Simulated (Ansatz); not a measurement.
The first iterations of a band of C2H6F2SSi (12 atoms, charge 0, multiplicity 1).

Computed with Ansatz 0.2.0, RKS r2SCAN/def2-SVP.

* movable images: 7
* climbing image: yes
* spring: 5.0 eV/Å²
* optimiser: fire
* start path: IDPP
* force threshold: 0.05 eV/Å
* iteration limit: 60
* end points: relaxed
* largest step: 0.5 Å

Image 0:

```xyz
12
Properties=species:S:1:pos:R:3
C 0.168 -1.844 -0.122
Si 0.656 -0.098 0.260
F 1.622 0.461 -0.938
C -0.873 1.029 0.242
F -1.717 0.604 -0.789
S -0.425 2.776 0.096
H -0.455 -1.860 -1.030
H -0.427 -2.269 0.703
H 1.043 -2.493 -0.281
H 1.389 0.070 1.543
H -1.441 0.970 1.189
H 0.538 2.599 -0.839
```

Image 8:

```xyz
12
Properties=species:S:1:pos:R:3
C 0.053 -1.853 0.081
Si 0.539 -0.104 0.454
F 1.863 0.281 -0.428
C -0.820 1.091 -0.124
F -1.349 0.607 -1.324
S -0.213 2.789 -0.267
H -0.803 -2.159 0.704
H 0.878 -2.558 0.264
H -0.253 -1.930 -0.974
H 0.860 0.153 1.883
H -1.649 1.157 0.606
H 0.971 2.470 -0.843
```

| iteration | highest image above the first end (eV) | largest band force component (eV/Å) |
| --- | --- | --- |
| 1 | 0.082 | 0.421 |
| 2 | 0.075 | 0.309 |
| 3 | 0.069 | 0.249 |
| 4 | 0.064 | 0.315 |
| 5 | 0.061 | 0.167 |

Question: Does the band converge within its limit, and where does its top end?

Answer: It converged. It ended after 17 iterations with the highest image 0.056 eV above the first end. Another band between the same ends (7 images) ends at a top of the same energy, where a vibrational analysis finds 1 clearly imaginary mode.

The run took 5.5 min on 2 threads of Intel(R) Xeon(R) Platinum 8488C (Sapphire Rapids), with other jobs on the host, peak memory 0.21 GiB.
